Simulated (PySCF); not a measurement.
## Hg⁶¹⁺: ionisation energy

Hg⁶¹⁺ [Ar] 3d1 (2D) → Hg⁶²⁺ [Ar] (1S), as a difference of total energies. Computed with PySCF 2.14 in an even-tempered Gaussian basis (17 s from 17 bohr⁻², ratio 2.5; 12 p from 22 bohr⁻², ratio 2.5; 7 d from 22 bohr⁻², ratio 2.5; 4 f from 76 bohr⁻², ratio 2.7; 3 g from 110 bohr⁻², ratio 2.7), with the spin-free X2C one-electron Hamiltonian (Gaussian nucleus). Correlated levels: outer shells: [Ne] frozen; virtual orbitals above 40 to 60 times the deepest correlated orbital energy dropped. The calculations carry no spin-orbit coupling.

```tsv
method	ionisation energy (eV)
UHF	6444.5
LDA	6444.6
PBE	6446.5
PBE0	6446.4
r2SCAN	6447.4
revPBE	6446.4
BLYP	6447.4
MP2 (outer shells)	6444.1
SCS-MP2 (outer shells)	6444.1
```

A first-order spin-orbit estimate (lowest level to lowest level, LS coupling) adds 66.312 eV.

Breit and QED terms and the two-electron picture change are absent.

First order in ζ underestimates the shift of j = l − 1/2 levels at high Z.

For comparison: 6508 ± 12 eV (theoretical estimate listed by NIST; NIST Atomic Spectra Database, ionization energies).
